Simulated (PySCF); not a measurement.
# Removal energies of Ag³⁷⁺ from EOM-IP-GCCSD

Reference: closed-shell Ag³⁷⁺, [Ne]; one electron is removed. Calculated with PySCF 2.14, two-component X2C-1e with screened spin-orbit coupling, an even-tempered Gaussian basis (17 s from 3.9 bohr⁻², ratio 2.6; 13 p from 5.1 bohr⁻², ratio 2.6; 6 d from 5.2 bohr⁻², ratio 2.8; 3 f from 120 bohr⁻², ratio 2.8); frozen 1s2; the 54 highest virtual spinors dropped; of the others 44 kept and the rest restored at second order. No Breit or QED terms. Binding energies in eV.

```json
{"level": "2s1/2", "Koopmans": "5995.4", "second order": "5992.3", "EOM-CCSD": "5992.3"}
{"level": "2p1/2", "Koopmans": "5742.1", "second order": "5739.8", "EOM-CCSD": "5739.9"}
{"level": "2p3/2", "Koopmans": "5557.6", "second order": "5555.7", "EOM-CCSD": "5555.8"}
```

For comparison, the ionisation energy of Ag³⁷⁺ is 5558 ± 3 eV (semi-empirical (NIST evaluation); NIST Atomic Spectra Database, ionization energies).
